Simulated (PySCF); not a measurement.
Start geometry of `CC(C)=C=C(C)C(F)(F)F` from GFN2-xTB (Å):
```
atom  x, y, z in Å
C1    -1.976   -1.513    0.154
C2    -1.311   -0.179   -0.027
C3    -2.223    1.002   -0.195
C4    -0.020   -0.043   -0.045
C5     1.272    0.124   -0.054
C6     2.156    0.078   -1.268
C7     2.000    0.416    1.231
F8     2.569    1.640    1.222
F9     3.005   -0.451    1.462
F10    1.210    0.377    2.313
H11   -2.597   -1.734   -0.713
H12   -2.618   -1.486    1.032
H13   -1.242   -2.304    0.277
H14   -1.654    1.913   -0.356
H15   -2.885    0.841   -1.045
H16   -2.837    1.121    0.696
H17    1.563   -0.130   -2.153
H18    2.913   -0.697   -1.150
H19    2.665    1.033   -1.391
```

**Question.** What comes out of this run: PySCF, PBE0-D3(BJ)/def2-SVP geometry optimisation, gas phase?

**Answer.** 
```
atom  x, y, z in Å
C1    -2.000   -1.443    0.143
C2    -1.324   -0.109   -0.020
C3    -2.215    1.093   -0.169
C4    -0.017    0.000   -0.023
C5     1.293    0.102   -0.042
C6     2.144    0.024   -1.278
C7     2.039    0.319    1.246
F8     2.723    1.473    1.217
F9     2.943   -0.653    1.444
F10    1.244    0.350    2.312
H11   -2.649   -1.653   -0.723
H12   -2.646   -1.435    1.037
H13   -1.275   -2.261    0.245
H14   -1.639    2.020   -0.284
H15   -2.872    0.976   -1.047
H16   -2.870    1.195    0.712
H17    1.522   -0.137   -2.167
H18    2.867   -0.803   -1.196
H19    2.719    0.954   -1.410
```

The energy falls by 5.5 kJ/mol over 12 energy and gradient evaluations, the largest force component goes from 0.0186 to 3.5e-04 Eh/bohr, and the atoms move by 0.051 Å rms after alignment. Among the bonds, C2=C4, C1–H11, C1–H12, C3–H15 and C3–H16 change most and about equally (+0.013 to +0.014 Å). Bonds longer at the end by more than 0.005 Å: 11 of 18; shorter: 3. Rotational constants go from 2129, 748.5, 710.5 to 2126, 744.2, 708.0 MHz. The orientation of the end geometry is arbitrary; only internal coordinates are fixed.

The run used 185 basis functions and 78 SCF cycles in all. Hardware: one thread of an Arm Neoverse V1, no GPU, on a shared host. Cost: 3.7 min, 0.92 GiB resident at most.

No frequency check.
